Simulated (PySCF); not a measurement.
Molfile (atoms numbered from 1):
```
C7H9FO
     RDKit          3D

 18 18  0  0  0  0  0  0  0  0999 V2000
    3.2478   -0.7371   -0.0017 C   0  0  0  0  0  0  0  0  0  0  0  0
    1.9504   -0.7194    0.2401 C   0  0  0  0  0  0  0  0  0  0  0  0
    1.0823    0.4757    0.0412 C   0  0  2  0  0  0  0  0  0  0  0  0
    0.1684    0.8103    1.2053 C   0  0  0  0  0  0  0  0  0  0  0  0
   -0.9516    0.4977    0.5483 C   0  0  0  0  0  0  0  0  0  0  0  0
   -2.2535    0.5040    0.8740 O   0  0  0  0  0  0  0  0  0  0  0  0
   -3.1419    0.0295   -0.1202 C   0  0  0  0  0  0  0  0  0  0  0  0
   -0.2380    0.1996   -0.7482 C   0  0  2  0  0  0  0  0  0  0  0  0
   -0.3823   -1.0694   -1.2564 F   0  0  0  0  0  0  0  0  0  0  0  0
    3.7680    0.1322   -0.3704 H   0  0  0  0  0  0  0  0  0  0  0  0
    3.8446   -1.6178    0.1605 H   0  0  0  0  0  0  0  0  0  0  0  0
    1.4415   -1.5987    0.6093 H   0  0  0  0  0  0  0  0  0  0  0  0
    1.6617    1.3130   -0.3556 H   0  0  0  0  0  0  0  0  0  0  0  0
    0.3841    1.1643    2.1923 H   0  0  0  0  0  0  0  0  0  0  0  0
   -4.1307    0.0350    0.3338 H   0  0  0  0  0  0  0  0  0  0  0  0
   -2.8860   -0.9867   -0.4312 H   0  0  0  0  0  0  0  0  0  0  0  0
   -3.1400    0.6849   -0.9967 H   0  0  0  0  0  0  0  0  0  0  0  0
   -0.4336    0.8891   -1.5762 H   0  0  0  0  0  0  0  0  0  0  0  0
  1  2  2  0
  2  3  1  0
  3  4  1  0
  4  5  2  0
  5  6  1  0
  6  7  1  0
  5  8  1  0
  8  9  1  0
  8  3  1  0
  1 10  1  0
  1 11  1  0
  2 12  1  0
  3 13  1  6
  4 14  1  0
  7 15  1  0
  7 16  1  0
  7 17  1  0
  8 18  1  6
M  END
```

Theoretical values (PySCF 2.14.0 with density-fitted response routines): PBE0/pcSseg-1 with gauge-including orbitals, GFN2-xTB geometry. Non-relativistic Hamiltonian, no solvent model, one conformer, equivalent nuclei averaged.

Problem. List the cross peaks expected in HSQC, COSY and HMBC spectra.

Solution. 

HSQC (one-bond C–H):
| δH | δC |
| --- | --- |
| 6.03 (H12) | 149.5 (C2) |
| 5.79 (H18) | 93.3 (C8) |
| 5.52 (H10) | 123.0 (C1) |
| 5.42 (H11) | 123.0 (C1) |
| 4.96 (H14) | 113.5 (C4) |
| 3.98 (H15/H16/H17) | 57.0 (C7) |
| 3.17 (H13) | 49.7 (C3) |

COSY cross peaks (H two or three bonds apart, from the bond graph; peaks can be absent where the dihedral angle is near 90°):
| δH | δH |
| --- | --- |
| 6.03 (H12) | 5.52 (H10) |
| 6.03 (H12) | 5.42 (H11) |
| 6.03 (H12) | 3.17 (H13) |
| 5.79 (H18) | 3.17 (H13) |
| 5.52 (H10) | 5.42 (H11) |
| 4.96 (H14) | 3.17 (H13) |

HMBC (two and three bonds, from the bond graph):
| δH | δC |
| --- | --- |
| 6.03 (H12) | 123.0 (C1), 113.5 (C4), 93.3 (C8), 49.7 (C3) |
| 5.79 (H18) | 162.7 (C5), 149.5 (C2), 113.5 (C4), 49.7 (C3) |
| 5.52 (H10) | 149.5 (C2), 49.7 (C3) |
| 5.42 (H11) | 149.5 (C2), 49.7 (C3) |
| 4.96 (H14) | 162.7 (C5), 149.5 (C2), 93.3 (C8), 49.7 (C3) |
| 3.98 (H15/H16/H17) | 162.7 (C5) |
| 3.17 (H13) | 162.7 (C5), 149.5 (C2), 123.0 (C1), 113.5 (C4), 93.3 (C8) |

δ = σ(ref) − σ, references computed at the same level: ¹H, ¹³C vs TMS.

Short H···H contacts in this conformer between protons four or more bonds apart (candidates for NOE cross peaks, intensity ∝ r⁻⁶): H10···H13 2.41 Å, H17···H18 2.78 Å.

Shifts are as computed. Against solution values, carbons near 30 ppm lie about +3 ppm off and those near 130 ppm about +5 ppm. Of 1309 compounds with measured shifts, 239 miss one by over three times the rms of a fit or turn the order of signals round; such compounds aren't used in these exercises.
